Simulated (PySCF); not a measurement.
Sn(F)(Me)(NH2)2 (CH₇FN₂Sn), SMILES [NH2][Sn]([F])([CH3])[NH2].

Geometry: PBE-D3(BJ)/def2-SVP. The structure was generated by enumeration; whether it is a known compound was not checked. The def2 effective core potentials stand for the cores of Sn; spin–orbit coupling is left out. One conformer was computed; it need not be the lowest.

Level of theory: PBE-D3(BJ)/def2-SVP (PySCF).

Frequencies are harmonic and unscaled.

Q: List the normal modes with their intensities. (The exact figures need the calculation; the answer reports its results.)

A: 
```json
[
 {"mode": "1", "ν (cm⁻¹)": "49", "IR (km/mol)": "0.4", "Raman (Å⁴/amu)": "0.0", "depolarisation": "–", "moving atoms (share of kinetic energy)": "H 98 %"},
 {"mode": "2", "ν (cm⁻¹)": "90", "IR (km/mol)": "31.6", "Raman (Å⁴/amu)": "1.2", "depolarisation": "0.73", "moving atoms (share of kinetic energy)": "H 64 %, N 16 %, F 13 %"},
 {"mode": "3", "ν (cm⁻¹)": "118", "IR (km/mol)": "21.6", "Raman (Å⁴/amu)": "1.9", "depolarisation": "0.74", "moving atoms (share of kinetic energy)": "H 48 %, N 30 %, C 12 %"},
 {"mode": "4", "ν (cm⁻¹)": "131", "IR (km/mol)": "3.4", "Raman (Å⁴/amu)": "2.9", "depolarisation": "0.75", "moving atoms (share of kinetic energy)": "H 30 %, C 25 %, N 21 %, F 20 %"},
 {"mode": "5", "ν (cm⁻¹)": "142", "IR (km/mol)": "19.3", "Raman (Å⁴/amu)": "2.0", "depolarisation": "0.70", "moving atoms (share of kinetic energy)": "H 39 %, C 19 %, N 18 %, Sn 13 %, F 12 %"},
 {"mode": "6", "ν (cm⁻¹)": "151", "IR (km/mol)": "2.4", "Raman (Å⁴/amu)": "2.3", "depolarisation": "0.72", "moving atoms (share of kinetic energy)": "N 46 %, H 25 %, Sn 16 %"},
 {"mode": "7", "ν (cm⁻¹)": "174", "IR (km/mol)": "3.6", "Raman (Å⁴/amu)": "2.0", "depolarisation": "0.68", "moving atoms (share of kinetic energy)": "H 39 %, F 24 %, N 24 %, Sn 12 %"},
 {"mode": "8", "ν (cm⁻¹)": "181", "IR (km/mol)": "30.7", "Raman (Å⁴/amu)": "2.3", "depolarisation": "0.75", "moving atoms (share of kinetic energy)": "H 39 %, F 28 %, N 25 %"},
 {"mode": "9", "ν (cm⁻¹)": "502", "IR (km/mol)": "21.6", "Raman (Å⁴/amu)": "50.4", "depolarisation": "0.04", "moving atoms (share of kinetic energy)": "C 44 %, N 34 %, H 16 %"},
 {"mode": "10", "ν (cm⁻¹)": "533", "IR (km/mol)": "92.7", "Raman (Å⁴/amu)": "5.8", "depolarisation": "0.71", "moving atoms (share of kinetic energy)": "N 60 %, H 24 %, C 8 %"},
 {"mode": "11", "ν (cm⁻¹)": "541", "IR (km/mol)": "76.4", "Raman (Å⁴/amu)": "10.6", "depolarisation": "0.23", "moving atoms (share of kinetic energy)": "N 53 %, C 18 %, H 17 %, Sn 10 %"},
 {"mode": "12", "ν (cm⁻¹)": "574", "IR (km/mol)": "72.3", "Raman (Å⁴/amu)": "3.0", "depolarisation": "0.34", "moving atoms (share of kinetic energy)": "F 82 %, Sn 15 %"},
 {"mode": "13", "ν (cm⁻¹)": "632", "IR (km/mol)": "16.9", "Raman (Å⁴/amu)": "5.0", "depolarisation": "0.73", "moving atoms (share of kinetic energy)": "H 66 %, N 26 %"},
 {"mode": "14", "ν (cm⁻¹)": "648", "IR (km/mol)": "91.5", "Raman (Å⁴/amu)": "3.3", "depolarisation": "0.53", "moving atoms (share of kinetic energy)": "H 78 %, N 18 %"},
 {"mode": "15", "ν (cm⁻¹)": "717", "IR (km/mol)": "26.4", "Raman (Å⁴/amu)": "0.4", "depolarisation": "0.63", "moving atoms (share of kinetic energy)": "H 86 %, C 13 %"},
 {"mode": "16", "ν (cm⁻¹)": "740", "IR (km/mol)": "34.8", "Raman (Å⁴/amu)": "1.2", "depolarisation": "0.59", "moving atoms (share of kinetic energy)": "H 82 %, C 17 %"},
 {"mode": "17", "ν (cm⁻¹)": "818", "IR (km/mol)": "31.8", "Raman (Å⁴/amu)": "1.4", "depolarisation": "0.64", "moving atoms (share of kinetic energy)": "H 89 %"},
 {"mode": "18", "ν (cm⁻¹)": "857", "IR (km/mol)": "26.3", "Raman (Å⁴/amu)": "1.2", "depolarisation": "0.71", "moving atoms (share of kinetic energy)": "H 89 %, N 10 %"},
 {"mode": "19", "ν (cm⁻¹)": "1153", "IR (km/mol)": "2.3", "Raman (Å⁴/amu)": "6.3", "depolarisation": "0.16", "moving atoms (share of kinetic energy)": "H 82 %, C 18 %"},
 {"mode": "20", "ν (cm⁻¹)": "1381", "IR (km/mol)": "2.8", "Raman (Å⁴/amu)": "10.1", "depolarisation": "0.75", "moving atoms (share of kinetic energy)": "H 95 %"},
 {"mode": "21", "ν (cm⁻¹)": "1385", "IR (km/mol)": "3.9", "Raman (Å⁴/amu)": "10.7", "depolarisation": "0.75", "moving atoms (share of kinetic energy)": "H 95 %"},
 {"mode": "22", "ν (cm⁻¹)": "1487", "IR (km/mol)": "7.9", "Raman (Å⁴/amu)": "7.2", "depolarisation": "0.75", "moving atoms (share of kinetic energy)": "H 92 %, N 8 %"},
 {"mode": "23", "ν (cm⁻¹)": "1497", "IR (km/mol)": "14.8", "Raman (Å⁴/amu)": "3.5", "depolarisation": "0.50", "moving atoms (share of kinetic energy)": "H 92 %"},
 {"mode": "24", "ν (cm⁻¹)": "2999", "IR (km/mol)": "1.3", "Raman (Å⁴/amu)": "132.7", "depolarisation": "0.00", "moving atoms (share of kinetic energy)": "H 98 %"},
 {"mode": "25", "ν (cm⁻¹)": "3118", "IR (km/mol)": "0.4", "Raman (Å⁴/amu)": "79.5", "depolarisation": "0.75", "moving atoms (share of kinetic energy)": "H 90 %, C 10 %"},
 {"mode": "26", "ν (cm⁻¹)": "3125", "IR (km/mol)": "0.1", "Raman (Å⁴/amu)": "79.3", "depolarisation": "0.75", "moving atoms (share of kinetic energy)": "H 90 %, C 10 %"},
 {"mode": "27", "ν (cm⁻¹)": "3404", "IR (km/mol)": "7.2", "Raman (Å⁴/amu)": "163.7", "depolarisation": "0.10", "moving atoms (share of kinetic energy)": "H 96 %"},
 {"mode": "28", "ν (cm⁻¹)": "3408", "IR (km/mol)": "7.3", "Raman (Å⁴/amu)": "163.9", "depolarisation": "0.11", "moving atoms (share of kinetic energy)": "H 96 %"},
 {"mode": "29", "ν (cm⁻¹)": "3502", "IR (km/mol)": "8.5", "Raman (Å⁴/amu)": "97.3", "depolarisation": "0.75", "moving atoms (share of kinetic energy)": "H 92 %, N 8 %"},
 {"mode": "30", "ν (cm⁻¹)": "3504", "IR (km/mol)": "7.6", "Raman (Å⁴/amu)": "82.6", "depolarisation": "0.75", "moving atoms (share of kinetic energy)": "H 92 %, N 8 %"}
]
```
